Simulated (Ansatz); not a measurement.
SiSe (SMILES [Si][Se]): the energy, rung by rung

SiSe: 2 atoms, total charge 0, spin state singlet. As SMILES, `[Si][Se]`. Geometry: a GFN2-xTB relaxation, a rough one for these elements and not checked as a minimum.

```tsv
atom	x (Å)	y (Å)	z (Å)
Si	0.0000	0.0000	0.0000
Se	0.0000	0.0000	2.1245
```

Quantity: the energy change with the Si1–Se2 bond stretched from 2.125 to 4.123 Å, in eV. The values are calculated.

```csv
level,kind,program,value (eV),less FCI/STO-3G,CPU time (all runs)
B3LYP/STO-3G (restricted),global hybrid,Ansatz,9.20,+3.04,7.4 s
BHLYP/STO-3G (restricted),global hybrid,Ansatz,9.20,+3.04,2.2 s
PBE0/STO-3G (restricted),global hybrid,Ansatz,9.70,+3.54,3.1 s
wB97M-V/STO-3G (restricted),range-separated hybrid,Ansatz,9.53,+3.37,26 s
wB97X/STO-3G (restricted),range-separated hybrid,Ansatz,9.53,+3.37,10 s
B2PLYP/STO-3G (restricted),double hybrid,Ansatz,9.48,+3.32,4.2 s
RPA@PBE/STO-3G (restricted),RPA,Ansatz,5.51,-0.65,7.8 s
MP2/STO-3G (restricted),perturbation theory,Ansatz,9.73,+3.57,1.3 s
FCI/STO-3G,exact in the basis,Ansatz,6.16,0.00,4.8 s
```

FCI/STO-3G is exact within its basis and frozen core, so for wave-function methods in that basis the difference is their error; functionals converge differently with the basis, so for them it is only a difference. All-electron rows without a relativistic Hamiltonian named are non-relativistic. The first shape isn't each level's own minimum. The values span 5.51 to 9.73 eV. All rows use very small basis sets, so none should be taken for the real molecule's value. In the correlated wave-function rows the outer d shell of Se is correlated, in sets not made for it. In so small a basis fixed costs decide the times, and correlated methods can beat functionals. Times are those of the runs behind each value, whatever else they computed, on shared processors of several kinds: orders of magnitude only.
